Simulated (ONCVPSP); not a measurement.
**Before and after: ONCV potential for Se (Z = 34)**

selenium (Se), optimised norm-conserving Vanderbilt (ONCV), made with ONCVPSP 4.0.1 (PBEsol, scalar-relativistic). Core [Ne], reference 3s2 3p6 3d10 4s2 4p3 (charge +1). Waves: 3s+4s: rc 1.15 bohr, ncon 4, nbas 7, qcut 11.9 1/bohr, 2 projectors; 3p+4p: rc 0.95 bohr, ncon 4, nbas 8, qcut 17.4 1/bohr, 3 projectors, debl 2.7 Ha; 3d: rc 1.05 bohr, ncon 5, nbas 10, qcut 17.5 1/bohr, 1 projector. Local part: polynomial inside 0.80 bohr (lpopt 3, dvloc0 0 Ha). Core correction: Teter function, parameters optimised by the program.

All-electron outer shells of the reference configuration (PBEsol, scalar-relativistic, ld1.x):

```json
{"shell": "2s", "level (eV)": "-1616.52", "outermost node (bohr)": "0.06", "outermost maximum (bohr)": "0.17"}
{"shell": "2p", "level (eV)": "-1423.50", "outermost node (bohr)": "–", "outermost maximum (bohr)": "0.13"}
{"shell": "3s", "level (eV)": "-223.60", "outermost node (bohr)": "0.24", "outermost maximum (bohr)": "0.50"}
{"shell": "3p", "level (eV)": "-163.26", "outermost node (bohr)": "0.21", "outermost maximum (bohr)": "0.50"}
{"shell": "3d", "level (eV)": "-63.61", "outermost node (bohr)": "–", "outermost maximum (bohr)": "0.45"}
{"shell": "4s", "level (eV)": "-26.88", "outermost node (bohr)": "0.70", "outermost maximum (bohr)": "1.49"}
{"shell": "4p", "level (eV)": "-15.42", "outermost node (bohr)": "0.74", "outermost maximum (bohr)": "1.75"}
```

Change: s: qcut 14.8.

Cutoffs: the cutoffs (Ha) at which the residual kinetic energy of the hardest occupied pseudo-wave falls to 1 and 0.1 mHa per electron; they do not see the model core or the augmentation charge, which bear on the density cutoff. Errors are all-electron minus pseudo energies relative to the spin-unpolarised reference configuration.

Task: Predict the effect on cutoff, ghosts and configuration errors.

Result: The potential gets neither clearly harder nor softer (117 Ha and 131 Ha → 117 Ha and 131 Ha); the d channel sets the loose cutoff, while the largest relative change is in s, which becomes harder; the errors of the 4 common tests hardly move; neither file shows a bound ghost.

```csv
quantity,base,changed
"cutoff, loose",117 Ha,117 Ha
"cutoff, tight",131 Ha,131 Ha
loose cutoff by channel,"s 42 Ha, p 79 Ha, d 117 Ha","s 57 Ha, p 79 Ha, d 117 Ha"
bound ghosts,none,none
GHOST(+) flags under 300 eV,none,none
"error for 3s2 3p6 3d10 4s2 4p4, meV [ΔE -10.85 eV]",+0.5,+0.5
"error for 3s2 3p6 3d10 4s2 4p2, meV [ΔE 20.37 eV]",-1.5,-1.5
"error for 3s2 3p6 3d10 4s2 4p1, meV [ΔE 51.27 eV]",-4.2,-4.3
"error for 3s2 3p6 3d10 4s2 4p3.5, meV [ΔE -6.54 eV]",+0.3,+0.3
s: phases at 1.17 bohr within 0.05 rad from the reference energy up to (Ha; the scan ends near 5),to the end of the scan,to the end of the scan
p: phases at 0.96 bohr within 0.05 rad from the reference energy up to (Ha; the scan ends near 5),to the end of the scan,to the end of the scan
d: phases at 1.07 bohr within 0.05 rad from the reference energy up to (Ha; the scan ends near 5),1.2,1.2
"rms error of d²Exc/dni dnj with the model core, mHa",0.97,0.89
```
